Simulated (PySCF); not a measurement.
## Polarisability and C₆ of F²⁺ (fluorine, charge +2)

[He] 2s2 2p3, high-spin 4S determinant. Calculation: PySCF 2.14, in aug-cc-pVTZ (5s4p3d2f, 46 functions); the non-relativistic Hamiltonian (point nucleus). Coupled (time-dependent) response in atomic units; α is the mean over directions.

```
 method  mean α (bohr³)  C₆ (like pair)  S(−4)
    UHF           1.272           1.565  1.547
    PBE           1.255           1.606  1.263
   PBE0           1.248           1.581  1.290
wB97X-V           1.222           1.567  1.134
r2SCAN0           1.259           1.609  1.320
```

S(−4) is the Cauchy moment in α(ω) = α(0) + S(−4) ω² + …

α(iu) at wB97X-V:

```csv
u (hartree),α(iu) (bohr³)
0,1.222
0.0500,1.219
0.100,1.211
0.200,1.179
0.300,1.133
0.500,1.018
0.750,0.8758
1.00,0.7539
1.50,0.5695
2.00,0.4408
3.00,0.2813
5.00,0.1390
```

For an ion, C₆ is the dispersion term alone; charge-induced terms of lower order in 1/R come first.
